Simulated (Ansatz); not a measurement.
`B[SiH]([SiH3])[SiH3]` + NH₃ → `N[SiH]([SiH3])[SiH3]` + BH₃ at 400 K and 1 bar (cleavage of the Si–B bond).

Isolated molecules relaxed with PBE0-D4/def2-TZVP in Ansatz; ΔE leaves out vibrations. CCSD(T)/CBS adds triple-zeta CCSD(T) − MP2 to the extrapolated MP2 energy (def2 sets, frozen cores). This one scheme is used for every species. One conformer a species, not always the lowest.

```tsv
species	CCSD(T)/CBS energy (Eh)	H − E (kJ/mol)	S (J/(mol·K))
`B[SiH]([SiH3])[SiH3]`	-897.39506	250.2	447.4
NH₃	-56.50880	104.2	203.1
`N[SiH]([SiH3])[SiH3]`	-927.36405	264.5	435.4
BH₃	-26.55200	82.6	199.4
```

H − E and S are ideal-gas, rigid-rotor, harmonic terms from PBE0-D4/def2-TZVP, for one conformer and one mirror image of each species. 1 Eh = 2625.50 kJ/mol, R = 8.31446 J/(mol·K).

Question: By hand: ΔE, ΔH, ΔS and ΔG.

Answer: ΔE = (-927.36405) + (-26.55200) − (-897.39506) − (-56.50880) = -0.01219 Eh = -32.0 kJ/mol. Δ(H − E) = 264.5 + 82.6 − 250.2 − 104.2 = -7.3, so ΔH = -39.3 kJ/mol. ΔS = 435.4 + 199.4 − 447.4 − 203.1 = -15.7 J/(mol·K). ΔG = -39.3 − 400 × (-15.7)/1000 = -33.0 kJ/mol.

Question: By hand: the equilibrium constant, and the temperature at which ΔG would vanish if ΔH and ΔS stayed fixed.

Answer: log₁₀ K = −ΔG/(RT ln 10) = 4.3. ΔG = 0 at ΔH/ΔS = 2503 K, far beyond where these terms or the molecules hold.

ΔH outweighs TΔS. A doubt of 5 kJ/mol in ΔE shifts log₁₀ K by 0.7 here. Other conformers and mirror images would add mixing entropy, several J/(mol·K) or more a flexible species. Modes under 60 cm⁻¹, often nearly free rotors, make the harmonic entropy too high. These are equilibria of isolated gas molecules and say nothing of rates. Largest T1 diagnostic: 0.015 (customary marks: 0.02 for closed shells, 0.045 for open ones).
